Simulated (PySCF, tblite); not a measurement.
Compound: C2H10N2Si2.
Atom-mapped SMILES: `[CH2:1]=[N:2][SiH2:3][N:4]([CH3:5])[SiH3:6]` (hydrogens: H7, H8 on C1; H9, H10 on Si3; H11, H12, H13 on C5; H14, H15, H16 on Si6)

Cartesian coordinates in Å at the GFN2-xTB level; atoms count from 1:
```xyz
16
C2H10N2Si2 angstrom
C      2.878   -0.675    0.696
N      1.878    0.059    0.600
Si     0.861    0.453   -0.736
N     -0.758    0.310   -0.143
C     -1.768    0.955   -0.953
Si    -1.342   -0.781    1.074
H      3.403   -0.740    1.647
H      3.292   -1.283   -0.116
H      1.048   -0.345   -1.961
H      1.151    1.866   -0.995
H     -2.085    0.317   -1.784
H     -2.647    1.184   -0.350
H     -1.382    1.884   -1.370
H     -2.274   -0.021    1.915
H     -0.187   -1.275    1.811
H     -2.075   -1.899    0.455
```

Jobs on this species (16 atoms, 64 electrons) with PySCF (density fitting) and tblite. Hardware of each: one thread, Arm Neoverse N1 (aarch64), shared host. The host was shared with other jobs, so the times are rough.

Problem. Rank these jobs by wall time, shortest first.
A. GFN2-xTB; L-BFGS relaxation
B. PBE0/pcSseg-1; shieldings, charges and field gradients; 166 basis functions
C. CAM-B3LYP/def2-SVPD; 8 singlets by full TDDFT, 3 Tamm–Dancoff triplets, polarisability; 208 basis functions
D. GFN2-xTB; Hessian by finite differences

Solution. D (0.9 s), A (1.5 s), B (40 s), C (71 s).

All jobs:

```tsv
level and settings	work	basis functions	SCF cycles	wall time
GFN2-xTB	Hessian by finite differences	–	–	0.9 s
GFN2-xTB	L-BFGS relaxation	–	–	1.5 s
PBE0/pcSseg-1	shieldings, charges and field gradients	166	14	40 s
CAM-B3LYP/def2-SVPD	8 singlets by full TDDFT, 3 Tamm–Dancoff triplets, polarisability	208	13	71 s
```

Problem. What do all jobs in the table cost together?

Solution. About 1.9 min; the longest takes about 63 % of that, and about 79 times as long as the shortest.
